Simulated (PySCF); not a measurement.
## Exercise with solution: oscillator strength and radiative lifetime

C2H6BFO2, SMILES COB(OC)F.

Coordinates come from a ωB97X-D3(BJ)/def2-SVP optimisation. Other conformers were not sampled.

TDA-PBE0/def2-SVPD (PySCF) puts the first singlet state with f over 0.02 at 8.99 eV (vertical), with the transition dipole (0.463, -0.472, 0.558) in atomic units.

### Question
Find the oscillator strength, the wavelength and the radiative lifetime that this transition would have in vacuum if emission retraced absorption.

### Answer

|μ|² = 0.7485 au, so |μ| = 2.20 D. ΔE = 8.99/27.211 = 0.3304 hartree. f = (2/3) ΔE |μ|² = 0.165 (the program prints 0.165).
λ = 1239.84/8.99 = 138 nm; ν = 72509 cm⁻¹.
Einstein's coefficient A = 0.6670 ν² f s⁻¹ (ν in cm⁻¹) = 5.8e8 s⁻¹, so τ = 1/A = 1.7 ns. This state is S7; the lower singlets have f = 0.000, 0.020, 0.000, 0.019, 0.001, 0.000. The figure is the radiative limit of this one transition; relaxation, internal conversion, crossing to triplets and a medium change what is measured.
